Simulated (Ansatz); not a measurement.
**Ligand exchange: NaBr + KSH → NaSH + KBr**

Species: NaBr, singlet; KSH `[SH][K]`, singlet; NaSH `[Na][SH]`, singlet; KBr, singlet. The partners trade Br for SH: Na–Br and K–SH bonds give way to Na–SH and K–Br.

Shapes, held fixed at every level: PBE0-D4/def2-TZVP. Programs: Ansatz 0.2.0. The zero-point and thermal change to 298 K, harmonic and unscaled (PBE0-D4/def2-TZVP), is +0.3 kJ/mol.

```json
{"level": "r2SCAN-D4/def2-TZVPP", "kind": "meta-GGA", "ΔH(298 K) (kJ/mol)": "-10.4", "less CCSD(T)/def2-TZVPP": "+0.5", "CPU time (sum over the molecules)": "21 s"}
{"level": "B3LYP-D4/def2-TZVPP", "kind": "global hybrid", "ΔH(298 K) (kJ/mol)": "-11.5", "less CCSD(T)/def2-TZVPP": "-0.6", "CPU time (sum over the molecules)": "11 s"}
{"level": "PBE0-D4/def2-TZVPP", "kind": "global hybrid", "ΔH(298 K) (kJ/mol)": "-10.9", "less CCSD(T)/def2-TZVPP": "0.0", "CPU time (sum over the molecules)": "9.8 s"}
{"level": "wB97M-V/def2-TZVPP", "kind": "range-separated hybrid", "ΔH(298 K) (kJ/mol)": "-11.3", "less CCSD(T)/def2-TZVPP": "-0.4", "CPU time (sum over the molecules)": "37 s"}
{"level": "wB97X-V/def2-TZVPP", "kind": "range-separated hybrid", "ΔH(298 K) (kJ/mol)": "-10.7", "less CCSD(T)/def2-TZVPP": "+0.2", "CPU time (sum over the molecules)": "26 s"}
{"level": "CCSD(T)/def2-SVP", "kind": "coupled cluster or CI", "ΔH(298 K) (kJ/mol)": "-13.8", "less CCSD(T)/def2-TZVPP": "-2.9", "CPU time (sum over the molecules)": "5 s"}
{"level": "CCSD(T)/def2-TZVPP", "kind": "coupled cluster or CI", "ΔH(298 K) (kJ/mol)": "-10.9", "less CCSD(T)/def2-TZVPP": "0.0", "CPU time (sum over the molecules)": "17 s"}
```

The highest level, CCSD(T)/def2-TZVPP, gives ΔH(298 K) = -10.9 kJ/mol; the levels span -13.8 to -10.4. The column of differences is taken from that level and isn't an error. No measured value is set beside it here. Relativity is left out for Br unless named. Correlated rows may include outer-core shells of Br, K, Na, which these sets cover unevenly. Times are processor times on shared x86 and Arm servers, and rough.
